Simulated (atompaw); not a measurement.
## Which change was made? (Ce, PAW (atompaw))

atompaw 4.2.0.5 input, output lines left out:

```
Ce 58
GGA-PBESOL scalarrelativistic loggrid 2001 logderivrange -4 5 226
6 6 5 4 0 0
6 1 0
5 2 1
4 3 1
0 0 0
c
c
c
c
c
v
c
c
c
v
v
c
c
v
v
3
3.00 2.65 2.85 1.70
y
1.65
n
n
y
0.15
n
y
1.05
n
custom polynom2 7 10 vanderbiltortho gaussian
4 0.5 troulliermartins
3.00
3.00
2.45
3.00
2.15
2.15
1.80
1.80
```

Cutoffs, loose and tight: the cutoffs (Ry, on a coarse ladder) from which the occupation-weighted sum of valence levels, in a spherical-Bessel basis at the reference potential, stays within 10 and 1 mRy of its value at 400 Ry. They see the waves, projectors and local potential, not the compensation charge or the core.

The base gives: outcome: generated; cutoff, loose: 30 Ry; cutoff, tight: 140 Ry; bound ghosts: s.

Question: After one change the result is: outcome: generated; cutoff, loose: 40 Ry; cutoff, tight: 230 Ry; bound ghosts: s. Which change was it?
A. all radii scaled by about 1.30 (s 3.90, p 3.18, d 2.80, f 2.34 bohr); local potential troulliermartins scheme with l = 4 at 0.5 Ry, radius 3.70 bohr; augmentation gaussian compensation charge, radius 3.44 bohr; PAW radius 3.90 bohr; waves and projectors: custom polynom2 7 10 vanderbiltortho; core correction smooth core density matched at 2.22 bohr
B. all radii scaled by about 0.78 (s 2.34, p 1.90, d 1.68, f 1.40 bohr); local potential troulliermartins scheme with l = 4 at 0.5 Ry, radius 2.22 bohr; augmentation gaussian compensation charge, radius 2.06 bohr; PAW radius 2.34 bohr; waves and projectors: custom polynom2 7 10 vanderbiltortho; core correction smooth core density matched at 1.32 bohr
C. all radii scaled by about 0.94 (s 2.82, p 2.30, d 2.02, f 1.68 bohr); local potential troulliermartins scheme with l = 4 at 0.5 Ry, radius 2.68 bohr; augmentation gaussian compensation charge, radius 2.48 bohr; PAW radius 2.82 bohr; waves and projectors: custom polynom2 7 10 vanderbiltortho; core correction smooth core density matched at 1.60 bohr
D. all radii scaled by about 0.86 (s 2.56, p 2.10, d 1.84, f 1.54 bohr); local potential troulliermartins scheme with l = 4 at 0.5 Ry, radius 2.44 bohr; augmentation gaussian compensation charge, radius 2.26 bohr; PAW radius 2.56 bohr; waves and projectors: custom polynom2 7 10 vanderbiltortho; core correction smooth core density matched at 1.46 bohr

Answer: C. The others give: all radii scaled by about 1.30 (s 3.90, p 3.18, d 2.80, f 2.34 bohr); local potential troulliermartins scheme with l = 4 at 0.5 Ry, radius 3.70 bohr; augmentation gaussian compensation charge, radius 3.44 bohr; PAW radius 3.90 bohr; waves and projectors: custom polynom2 7 10 vanderbiltortho; core correction smooth core density matched at 2.22 bohr → outcome: generated; cutoff, loose: 25 Ry; cutoff, tight: 45 Ry; bound ghosts: none | all radii scaled by about 0.86 (s 2.56, p 2.10, d 1.84, f 1.54 bohr); local potential troulliermartins scheme with l = 4 at 0.5 Ry, radius 2.44 bohr; augmentation gaussian compensation charge, radius 2.26 bohr; PAW radius 2.56 bohr; waves and projectors: custom polynom2 7 10 vanderbiltortho; core correction smooth core density matched at 1.46 bohr → outcome: generated; cutoff, loose: 180 Ry; cutoff, tight: over 300 Ry; bound ghosts: s | all radii scaled by about 0.78 (s 2.34, p 1.90, d 1.68, f 1.40 bohr); local potential troulliermartins scheme with l = 4 at 0.5 Ry, radius 2.22 bohr; augmentation gaussian compensation charge, radius 2.06 bohr; PAW radius 2.34 bohr; waves and projectors: custom polynom2 7 10 vanderbiltortho; core correction smooth core density matched at 1.32 bohr → outcome: generated; cutoff, loose: 300 Ry; cutoff, tight: over 300 Ry; bound ghosts: s.
